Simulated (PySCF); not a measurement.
```xyz
13

N     -1.1299     1.2896    -0.2543
Si     0.0000     0.0000     0.0000
N      1.4328     0.5000     0.8377
N      0.3061    -0.5397    -1.6185
N     -0.6089    -1.2499     1.0351
H     -1.4036     1.8661     0.5355
H     -1.9270     1.1268    -0.8632
H      1.3739     0.6903     1.8342
H      2.0575     1.1636     0.3900
H      0.8648    -1.3756    -1.7604
H      0.5220     0.1521    -2.3308
H     -1.5187    -1.6540     0.8350
H      0.0311    -1.9693     1.3598
```

Charge 0, multiplicity 1.

Q: Give the Mulliken and meta-Löwdin atomic charges from r2SCAN-D4/def2-TZVP // r2SCAN-D4/def2-SVP (PySCF 2.14.0).

A: 
```tsv
atom	Mulliken (e)	meta-Löwdin (e)
N1	-0.64	-0.78
Si2	0.70	1.24
N3	-0.64	-0.78
N4	-0.64	-0.78
N5	-0.64	-0.78
H6	0.23	0.23
H7	0.23	0.24
H8	0.23	0.24
H9	0.23	0.23
H10	0.23	0.23
H11	0.23	0.24
H12	0.23	0.23
H13	0.23	0.24
```
